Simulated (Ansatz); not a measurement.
A structure relaxed at r2SCAN-D4/def2-SVP in Ansatz, charge 1, singlet:

Cartesian coordinates in Å:
```
Al -0.604 0.474 2.436
Al 0.194 -0.152 -0.779
Al 1.004 -0.794 -4.061
O -0.978 0.778 3.963
O -0.196 0.151 0.791
O 0.580 -0.457 -2.349
```

(1) Give its formula and point group.

(2) Summarise the bond lengths by kind (pairs closer than 1.2 times the sum of covalent radii, bridged metal pairs left out).

## Answers

(1) the cluster Al₃O₃⁺. Point group C∞v (tolerance 0.1 Å).

(2) 5 × Al–O 1.60 to 1.80 Å.

Another isomer (singlet) lies 1.64 eV lower at PBE0-D4/def2-TZVP; other spin states weren't run for this one.
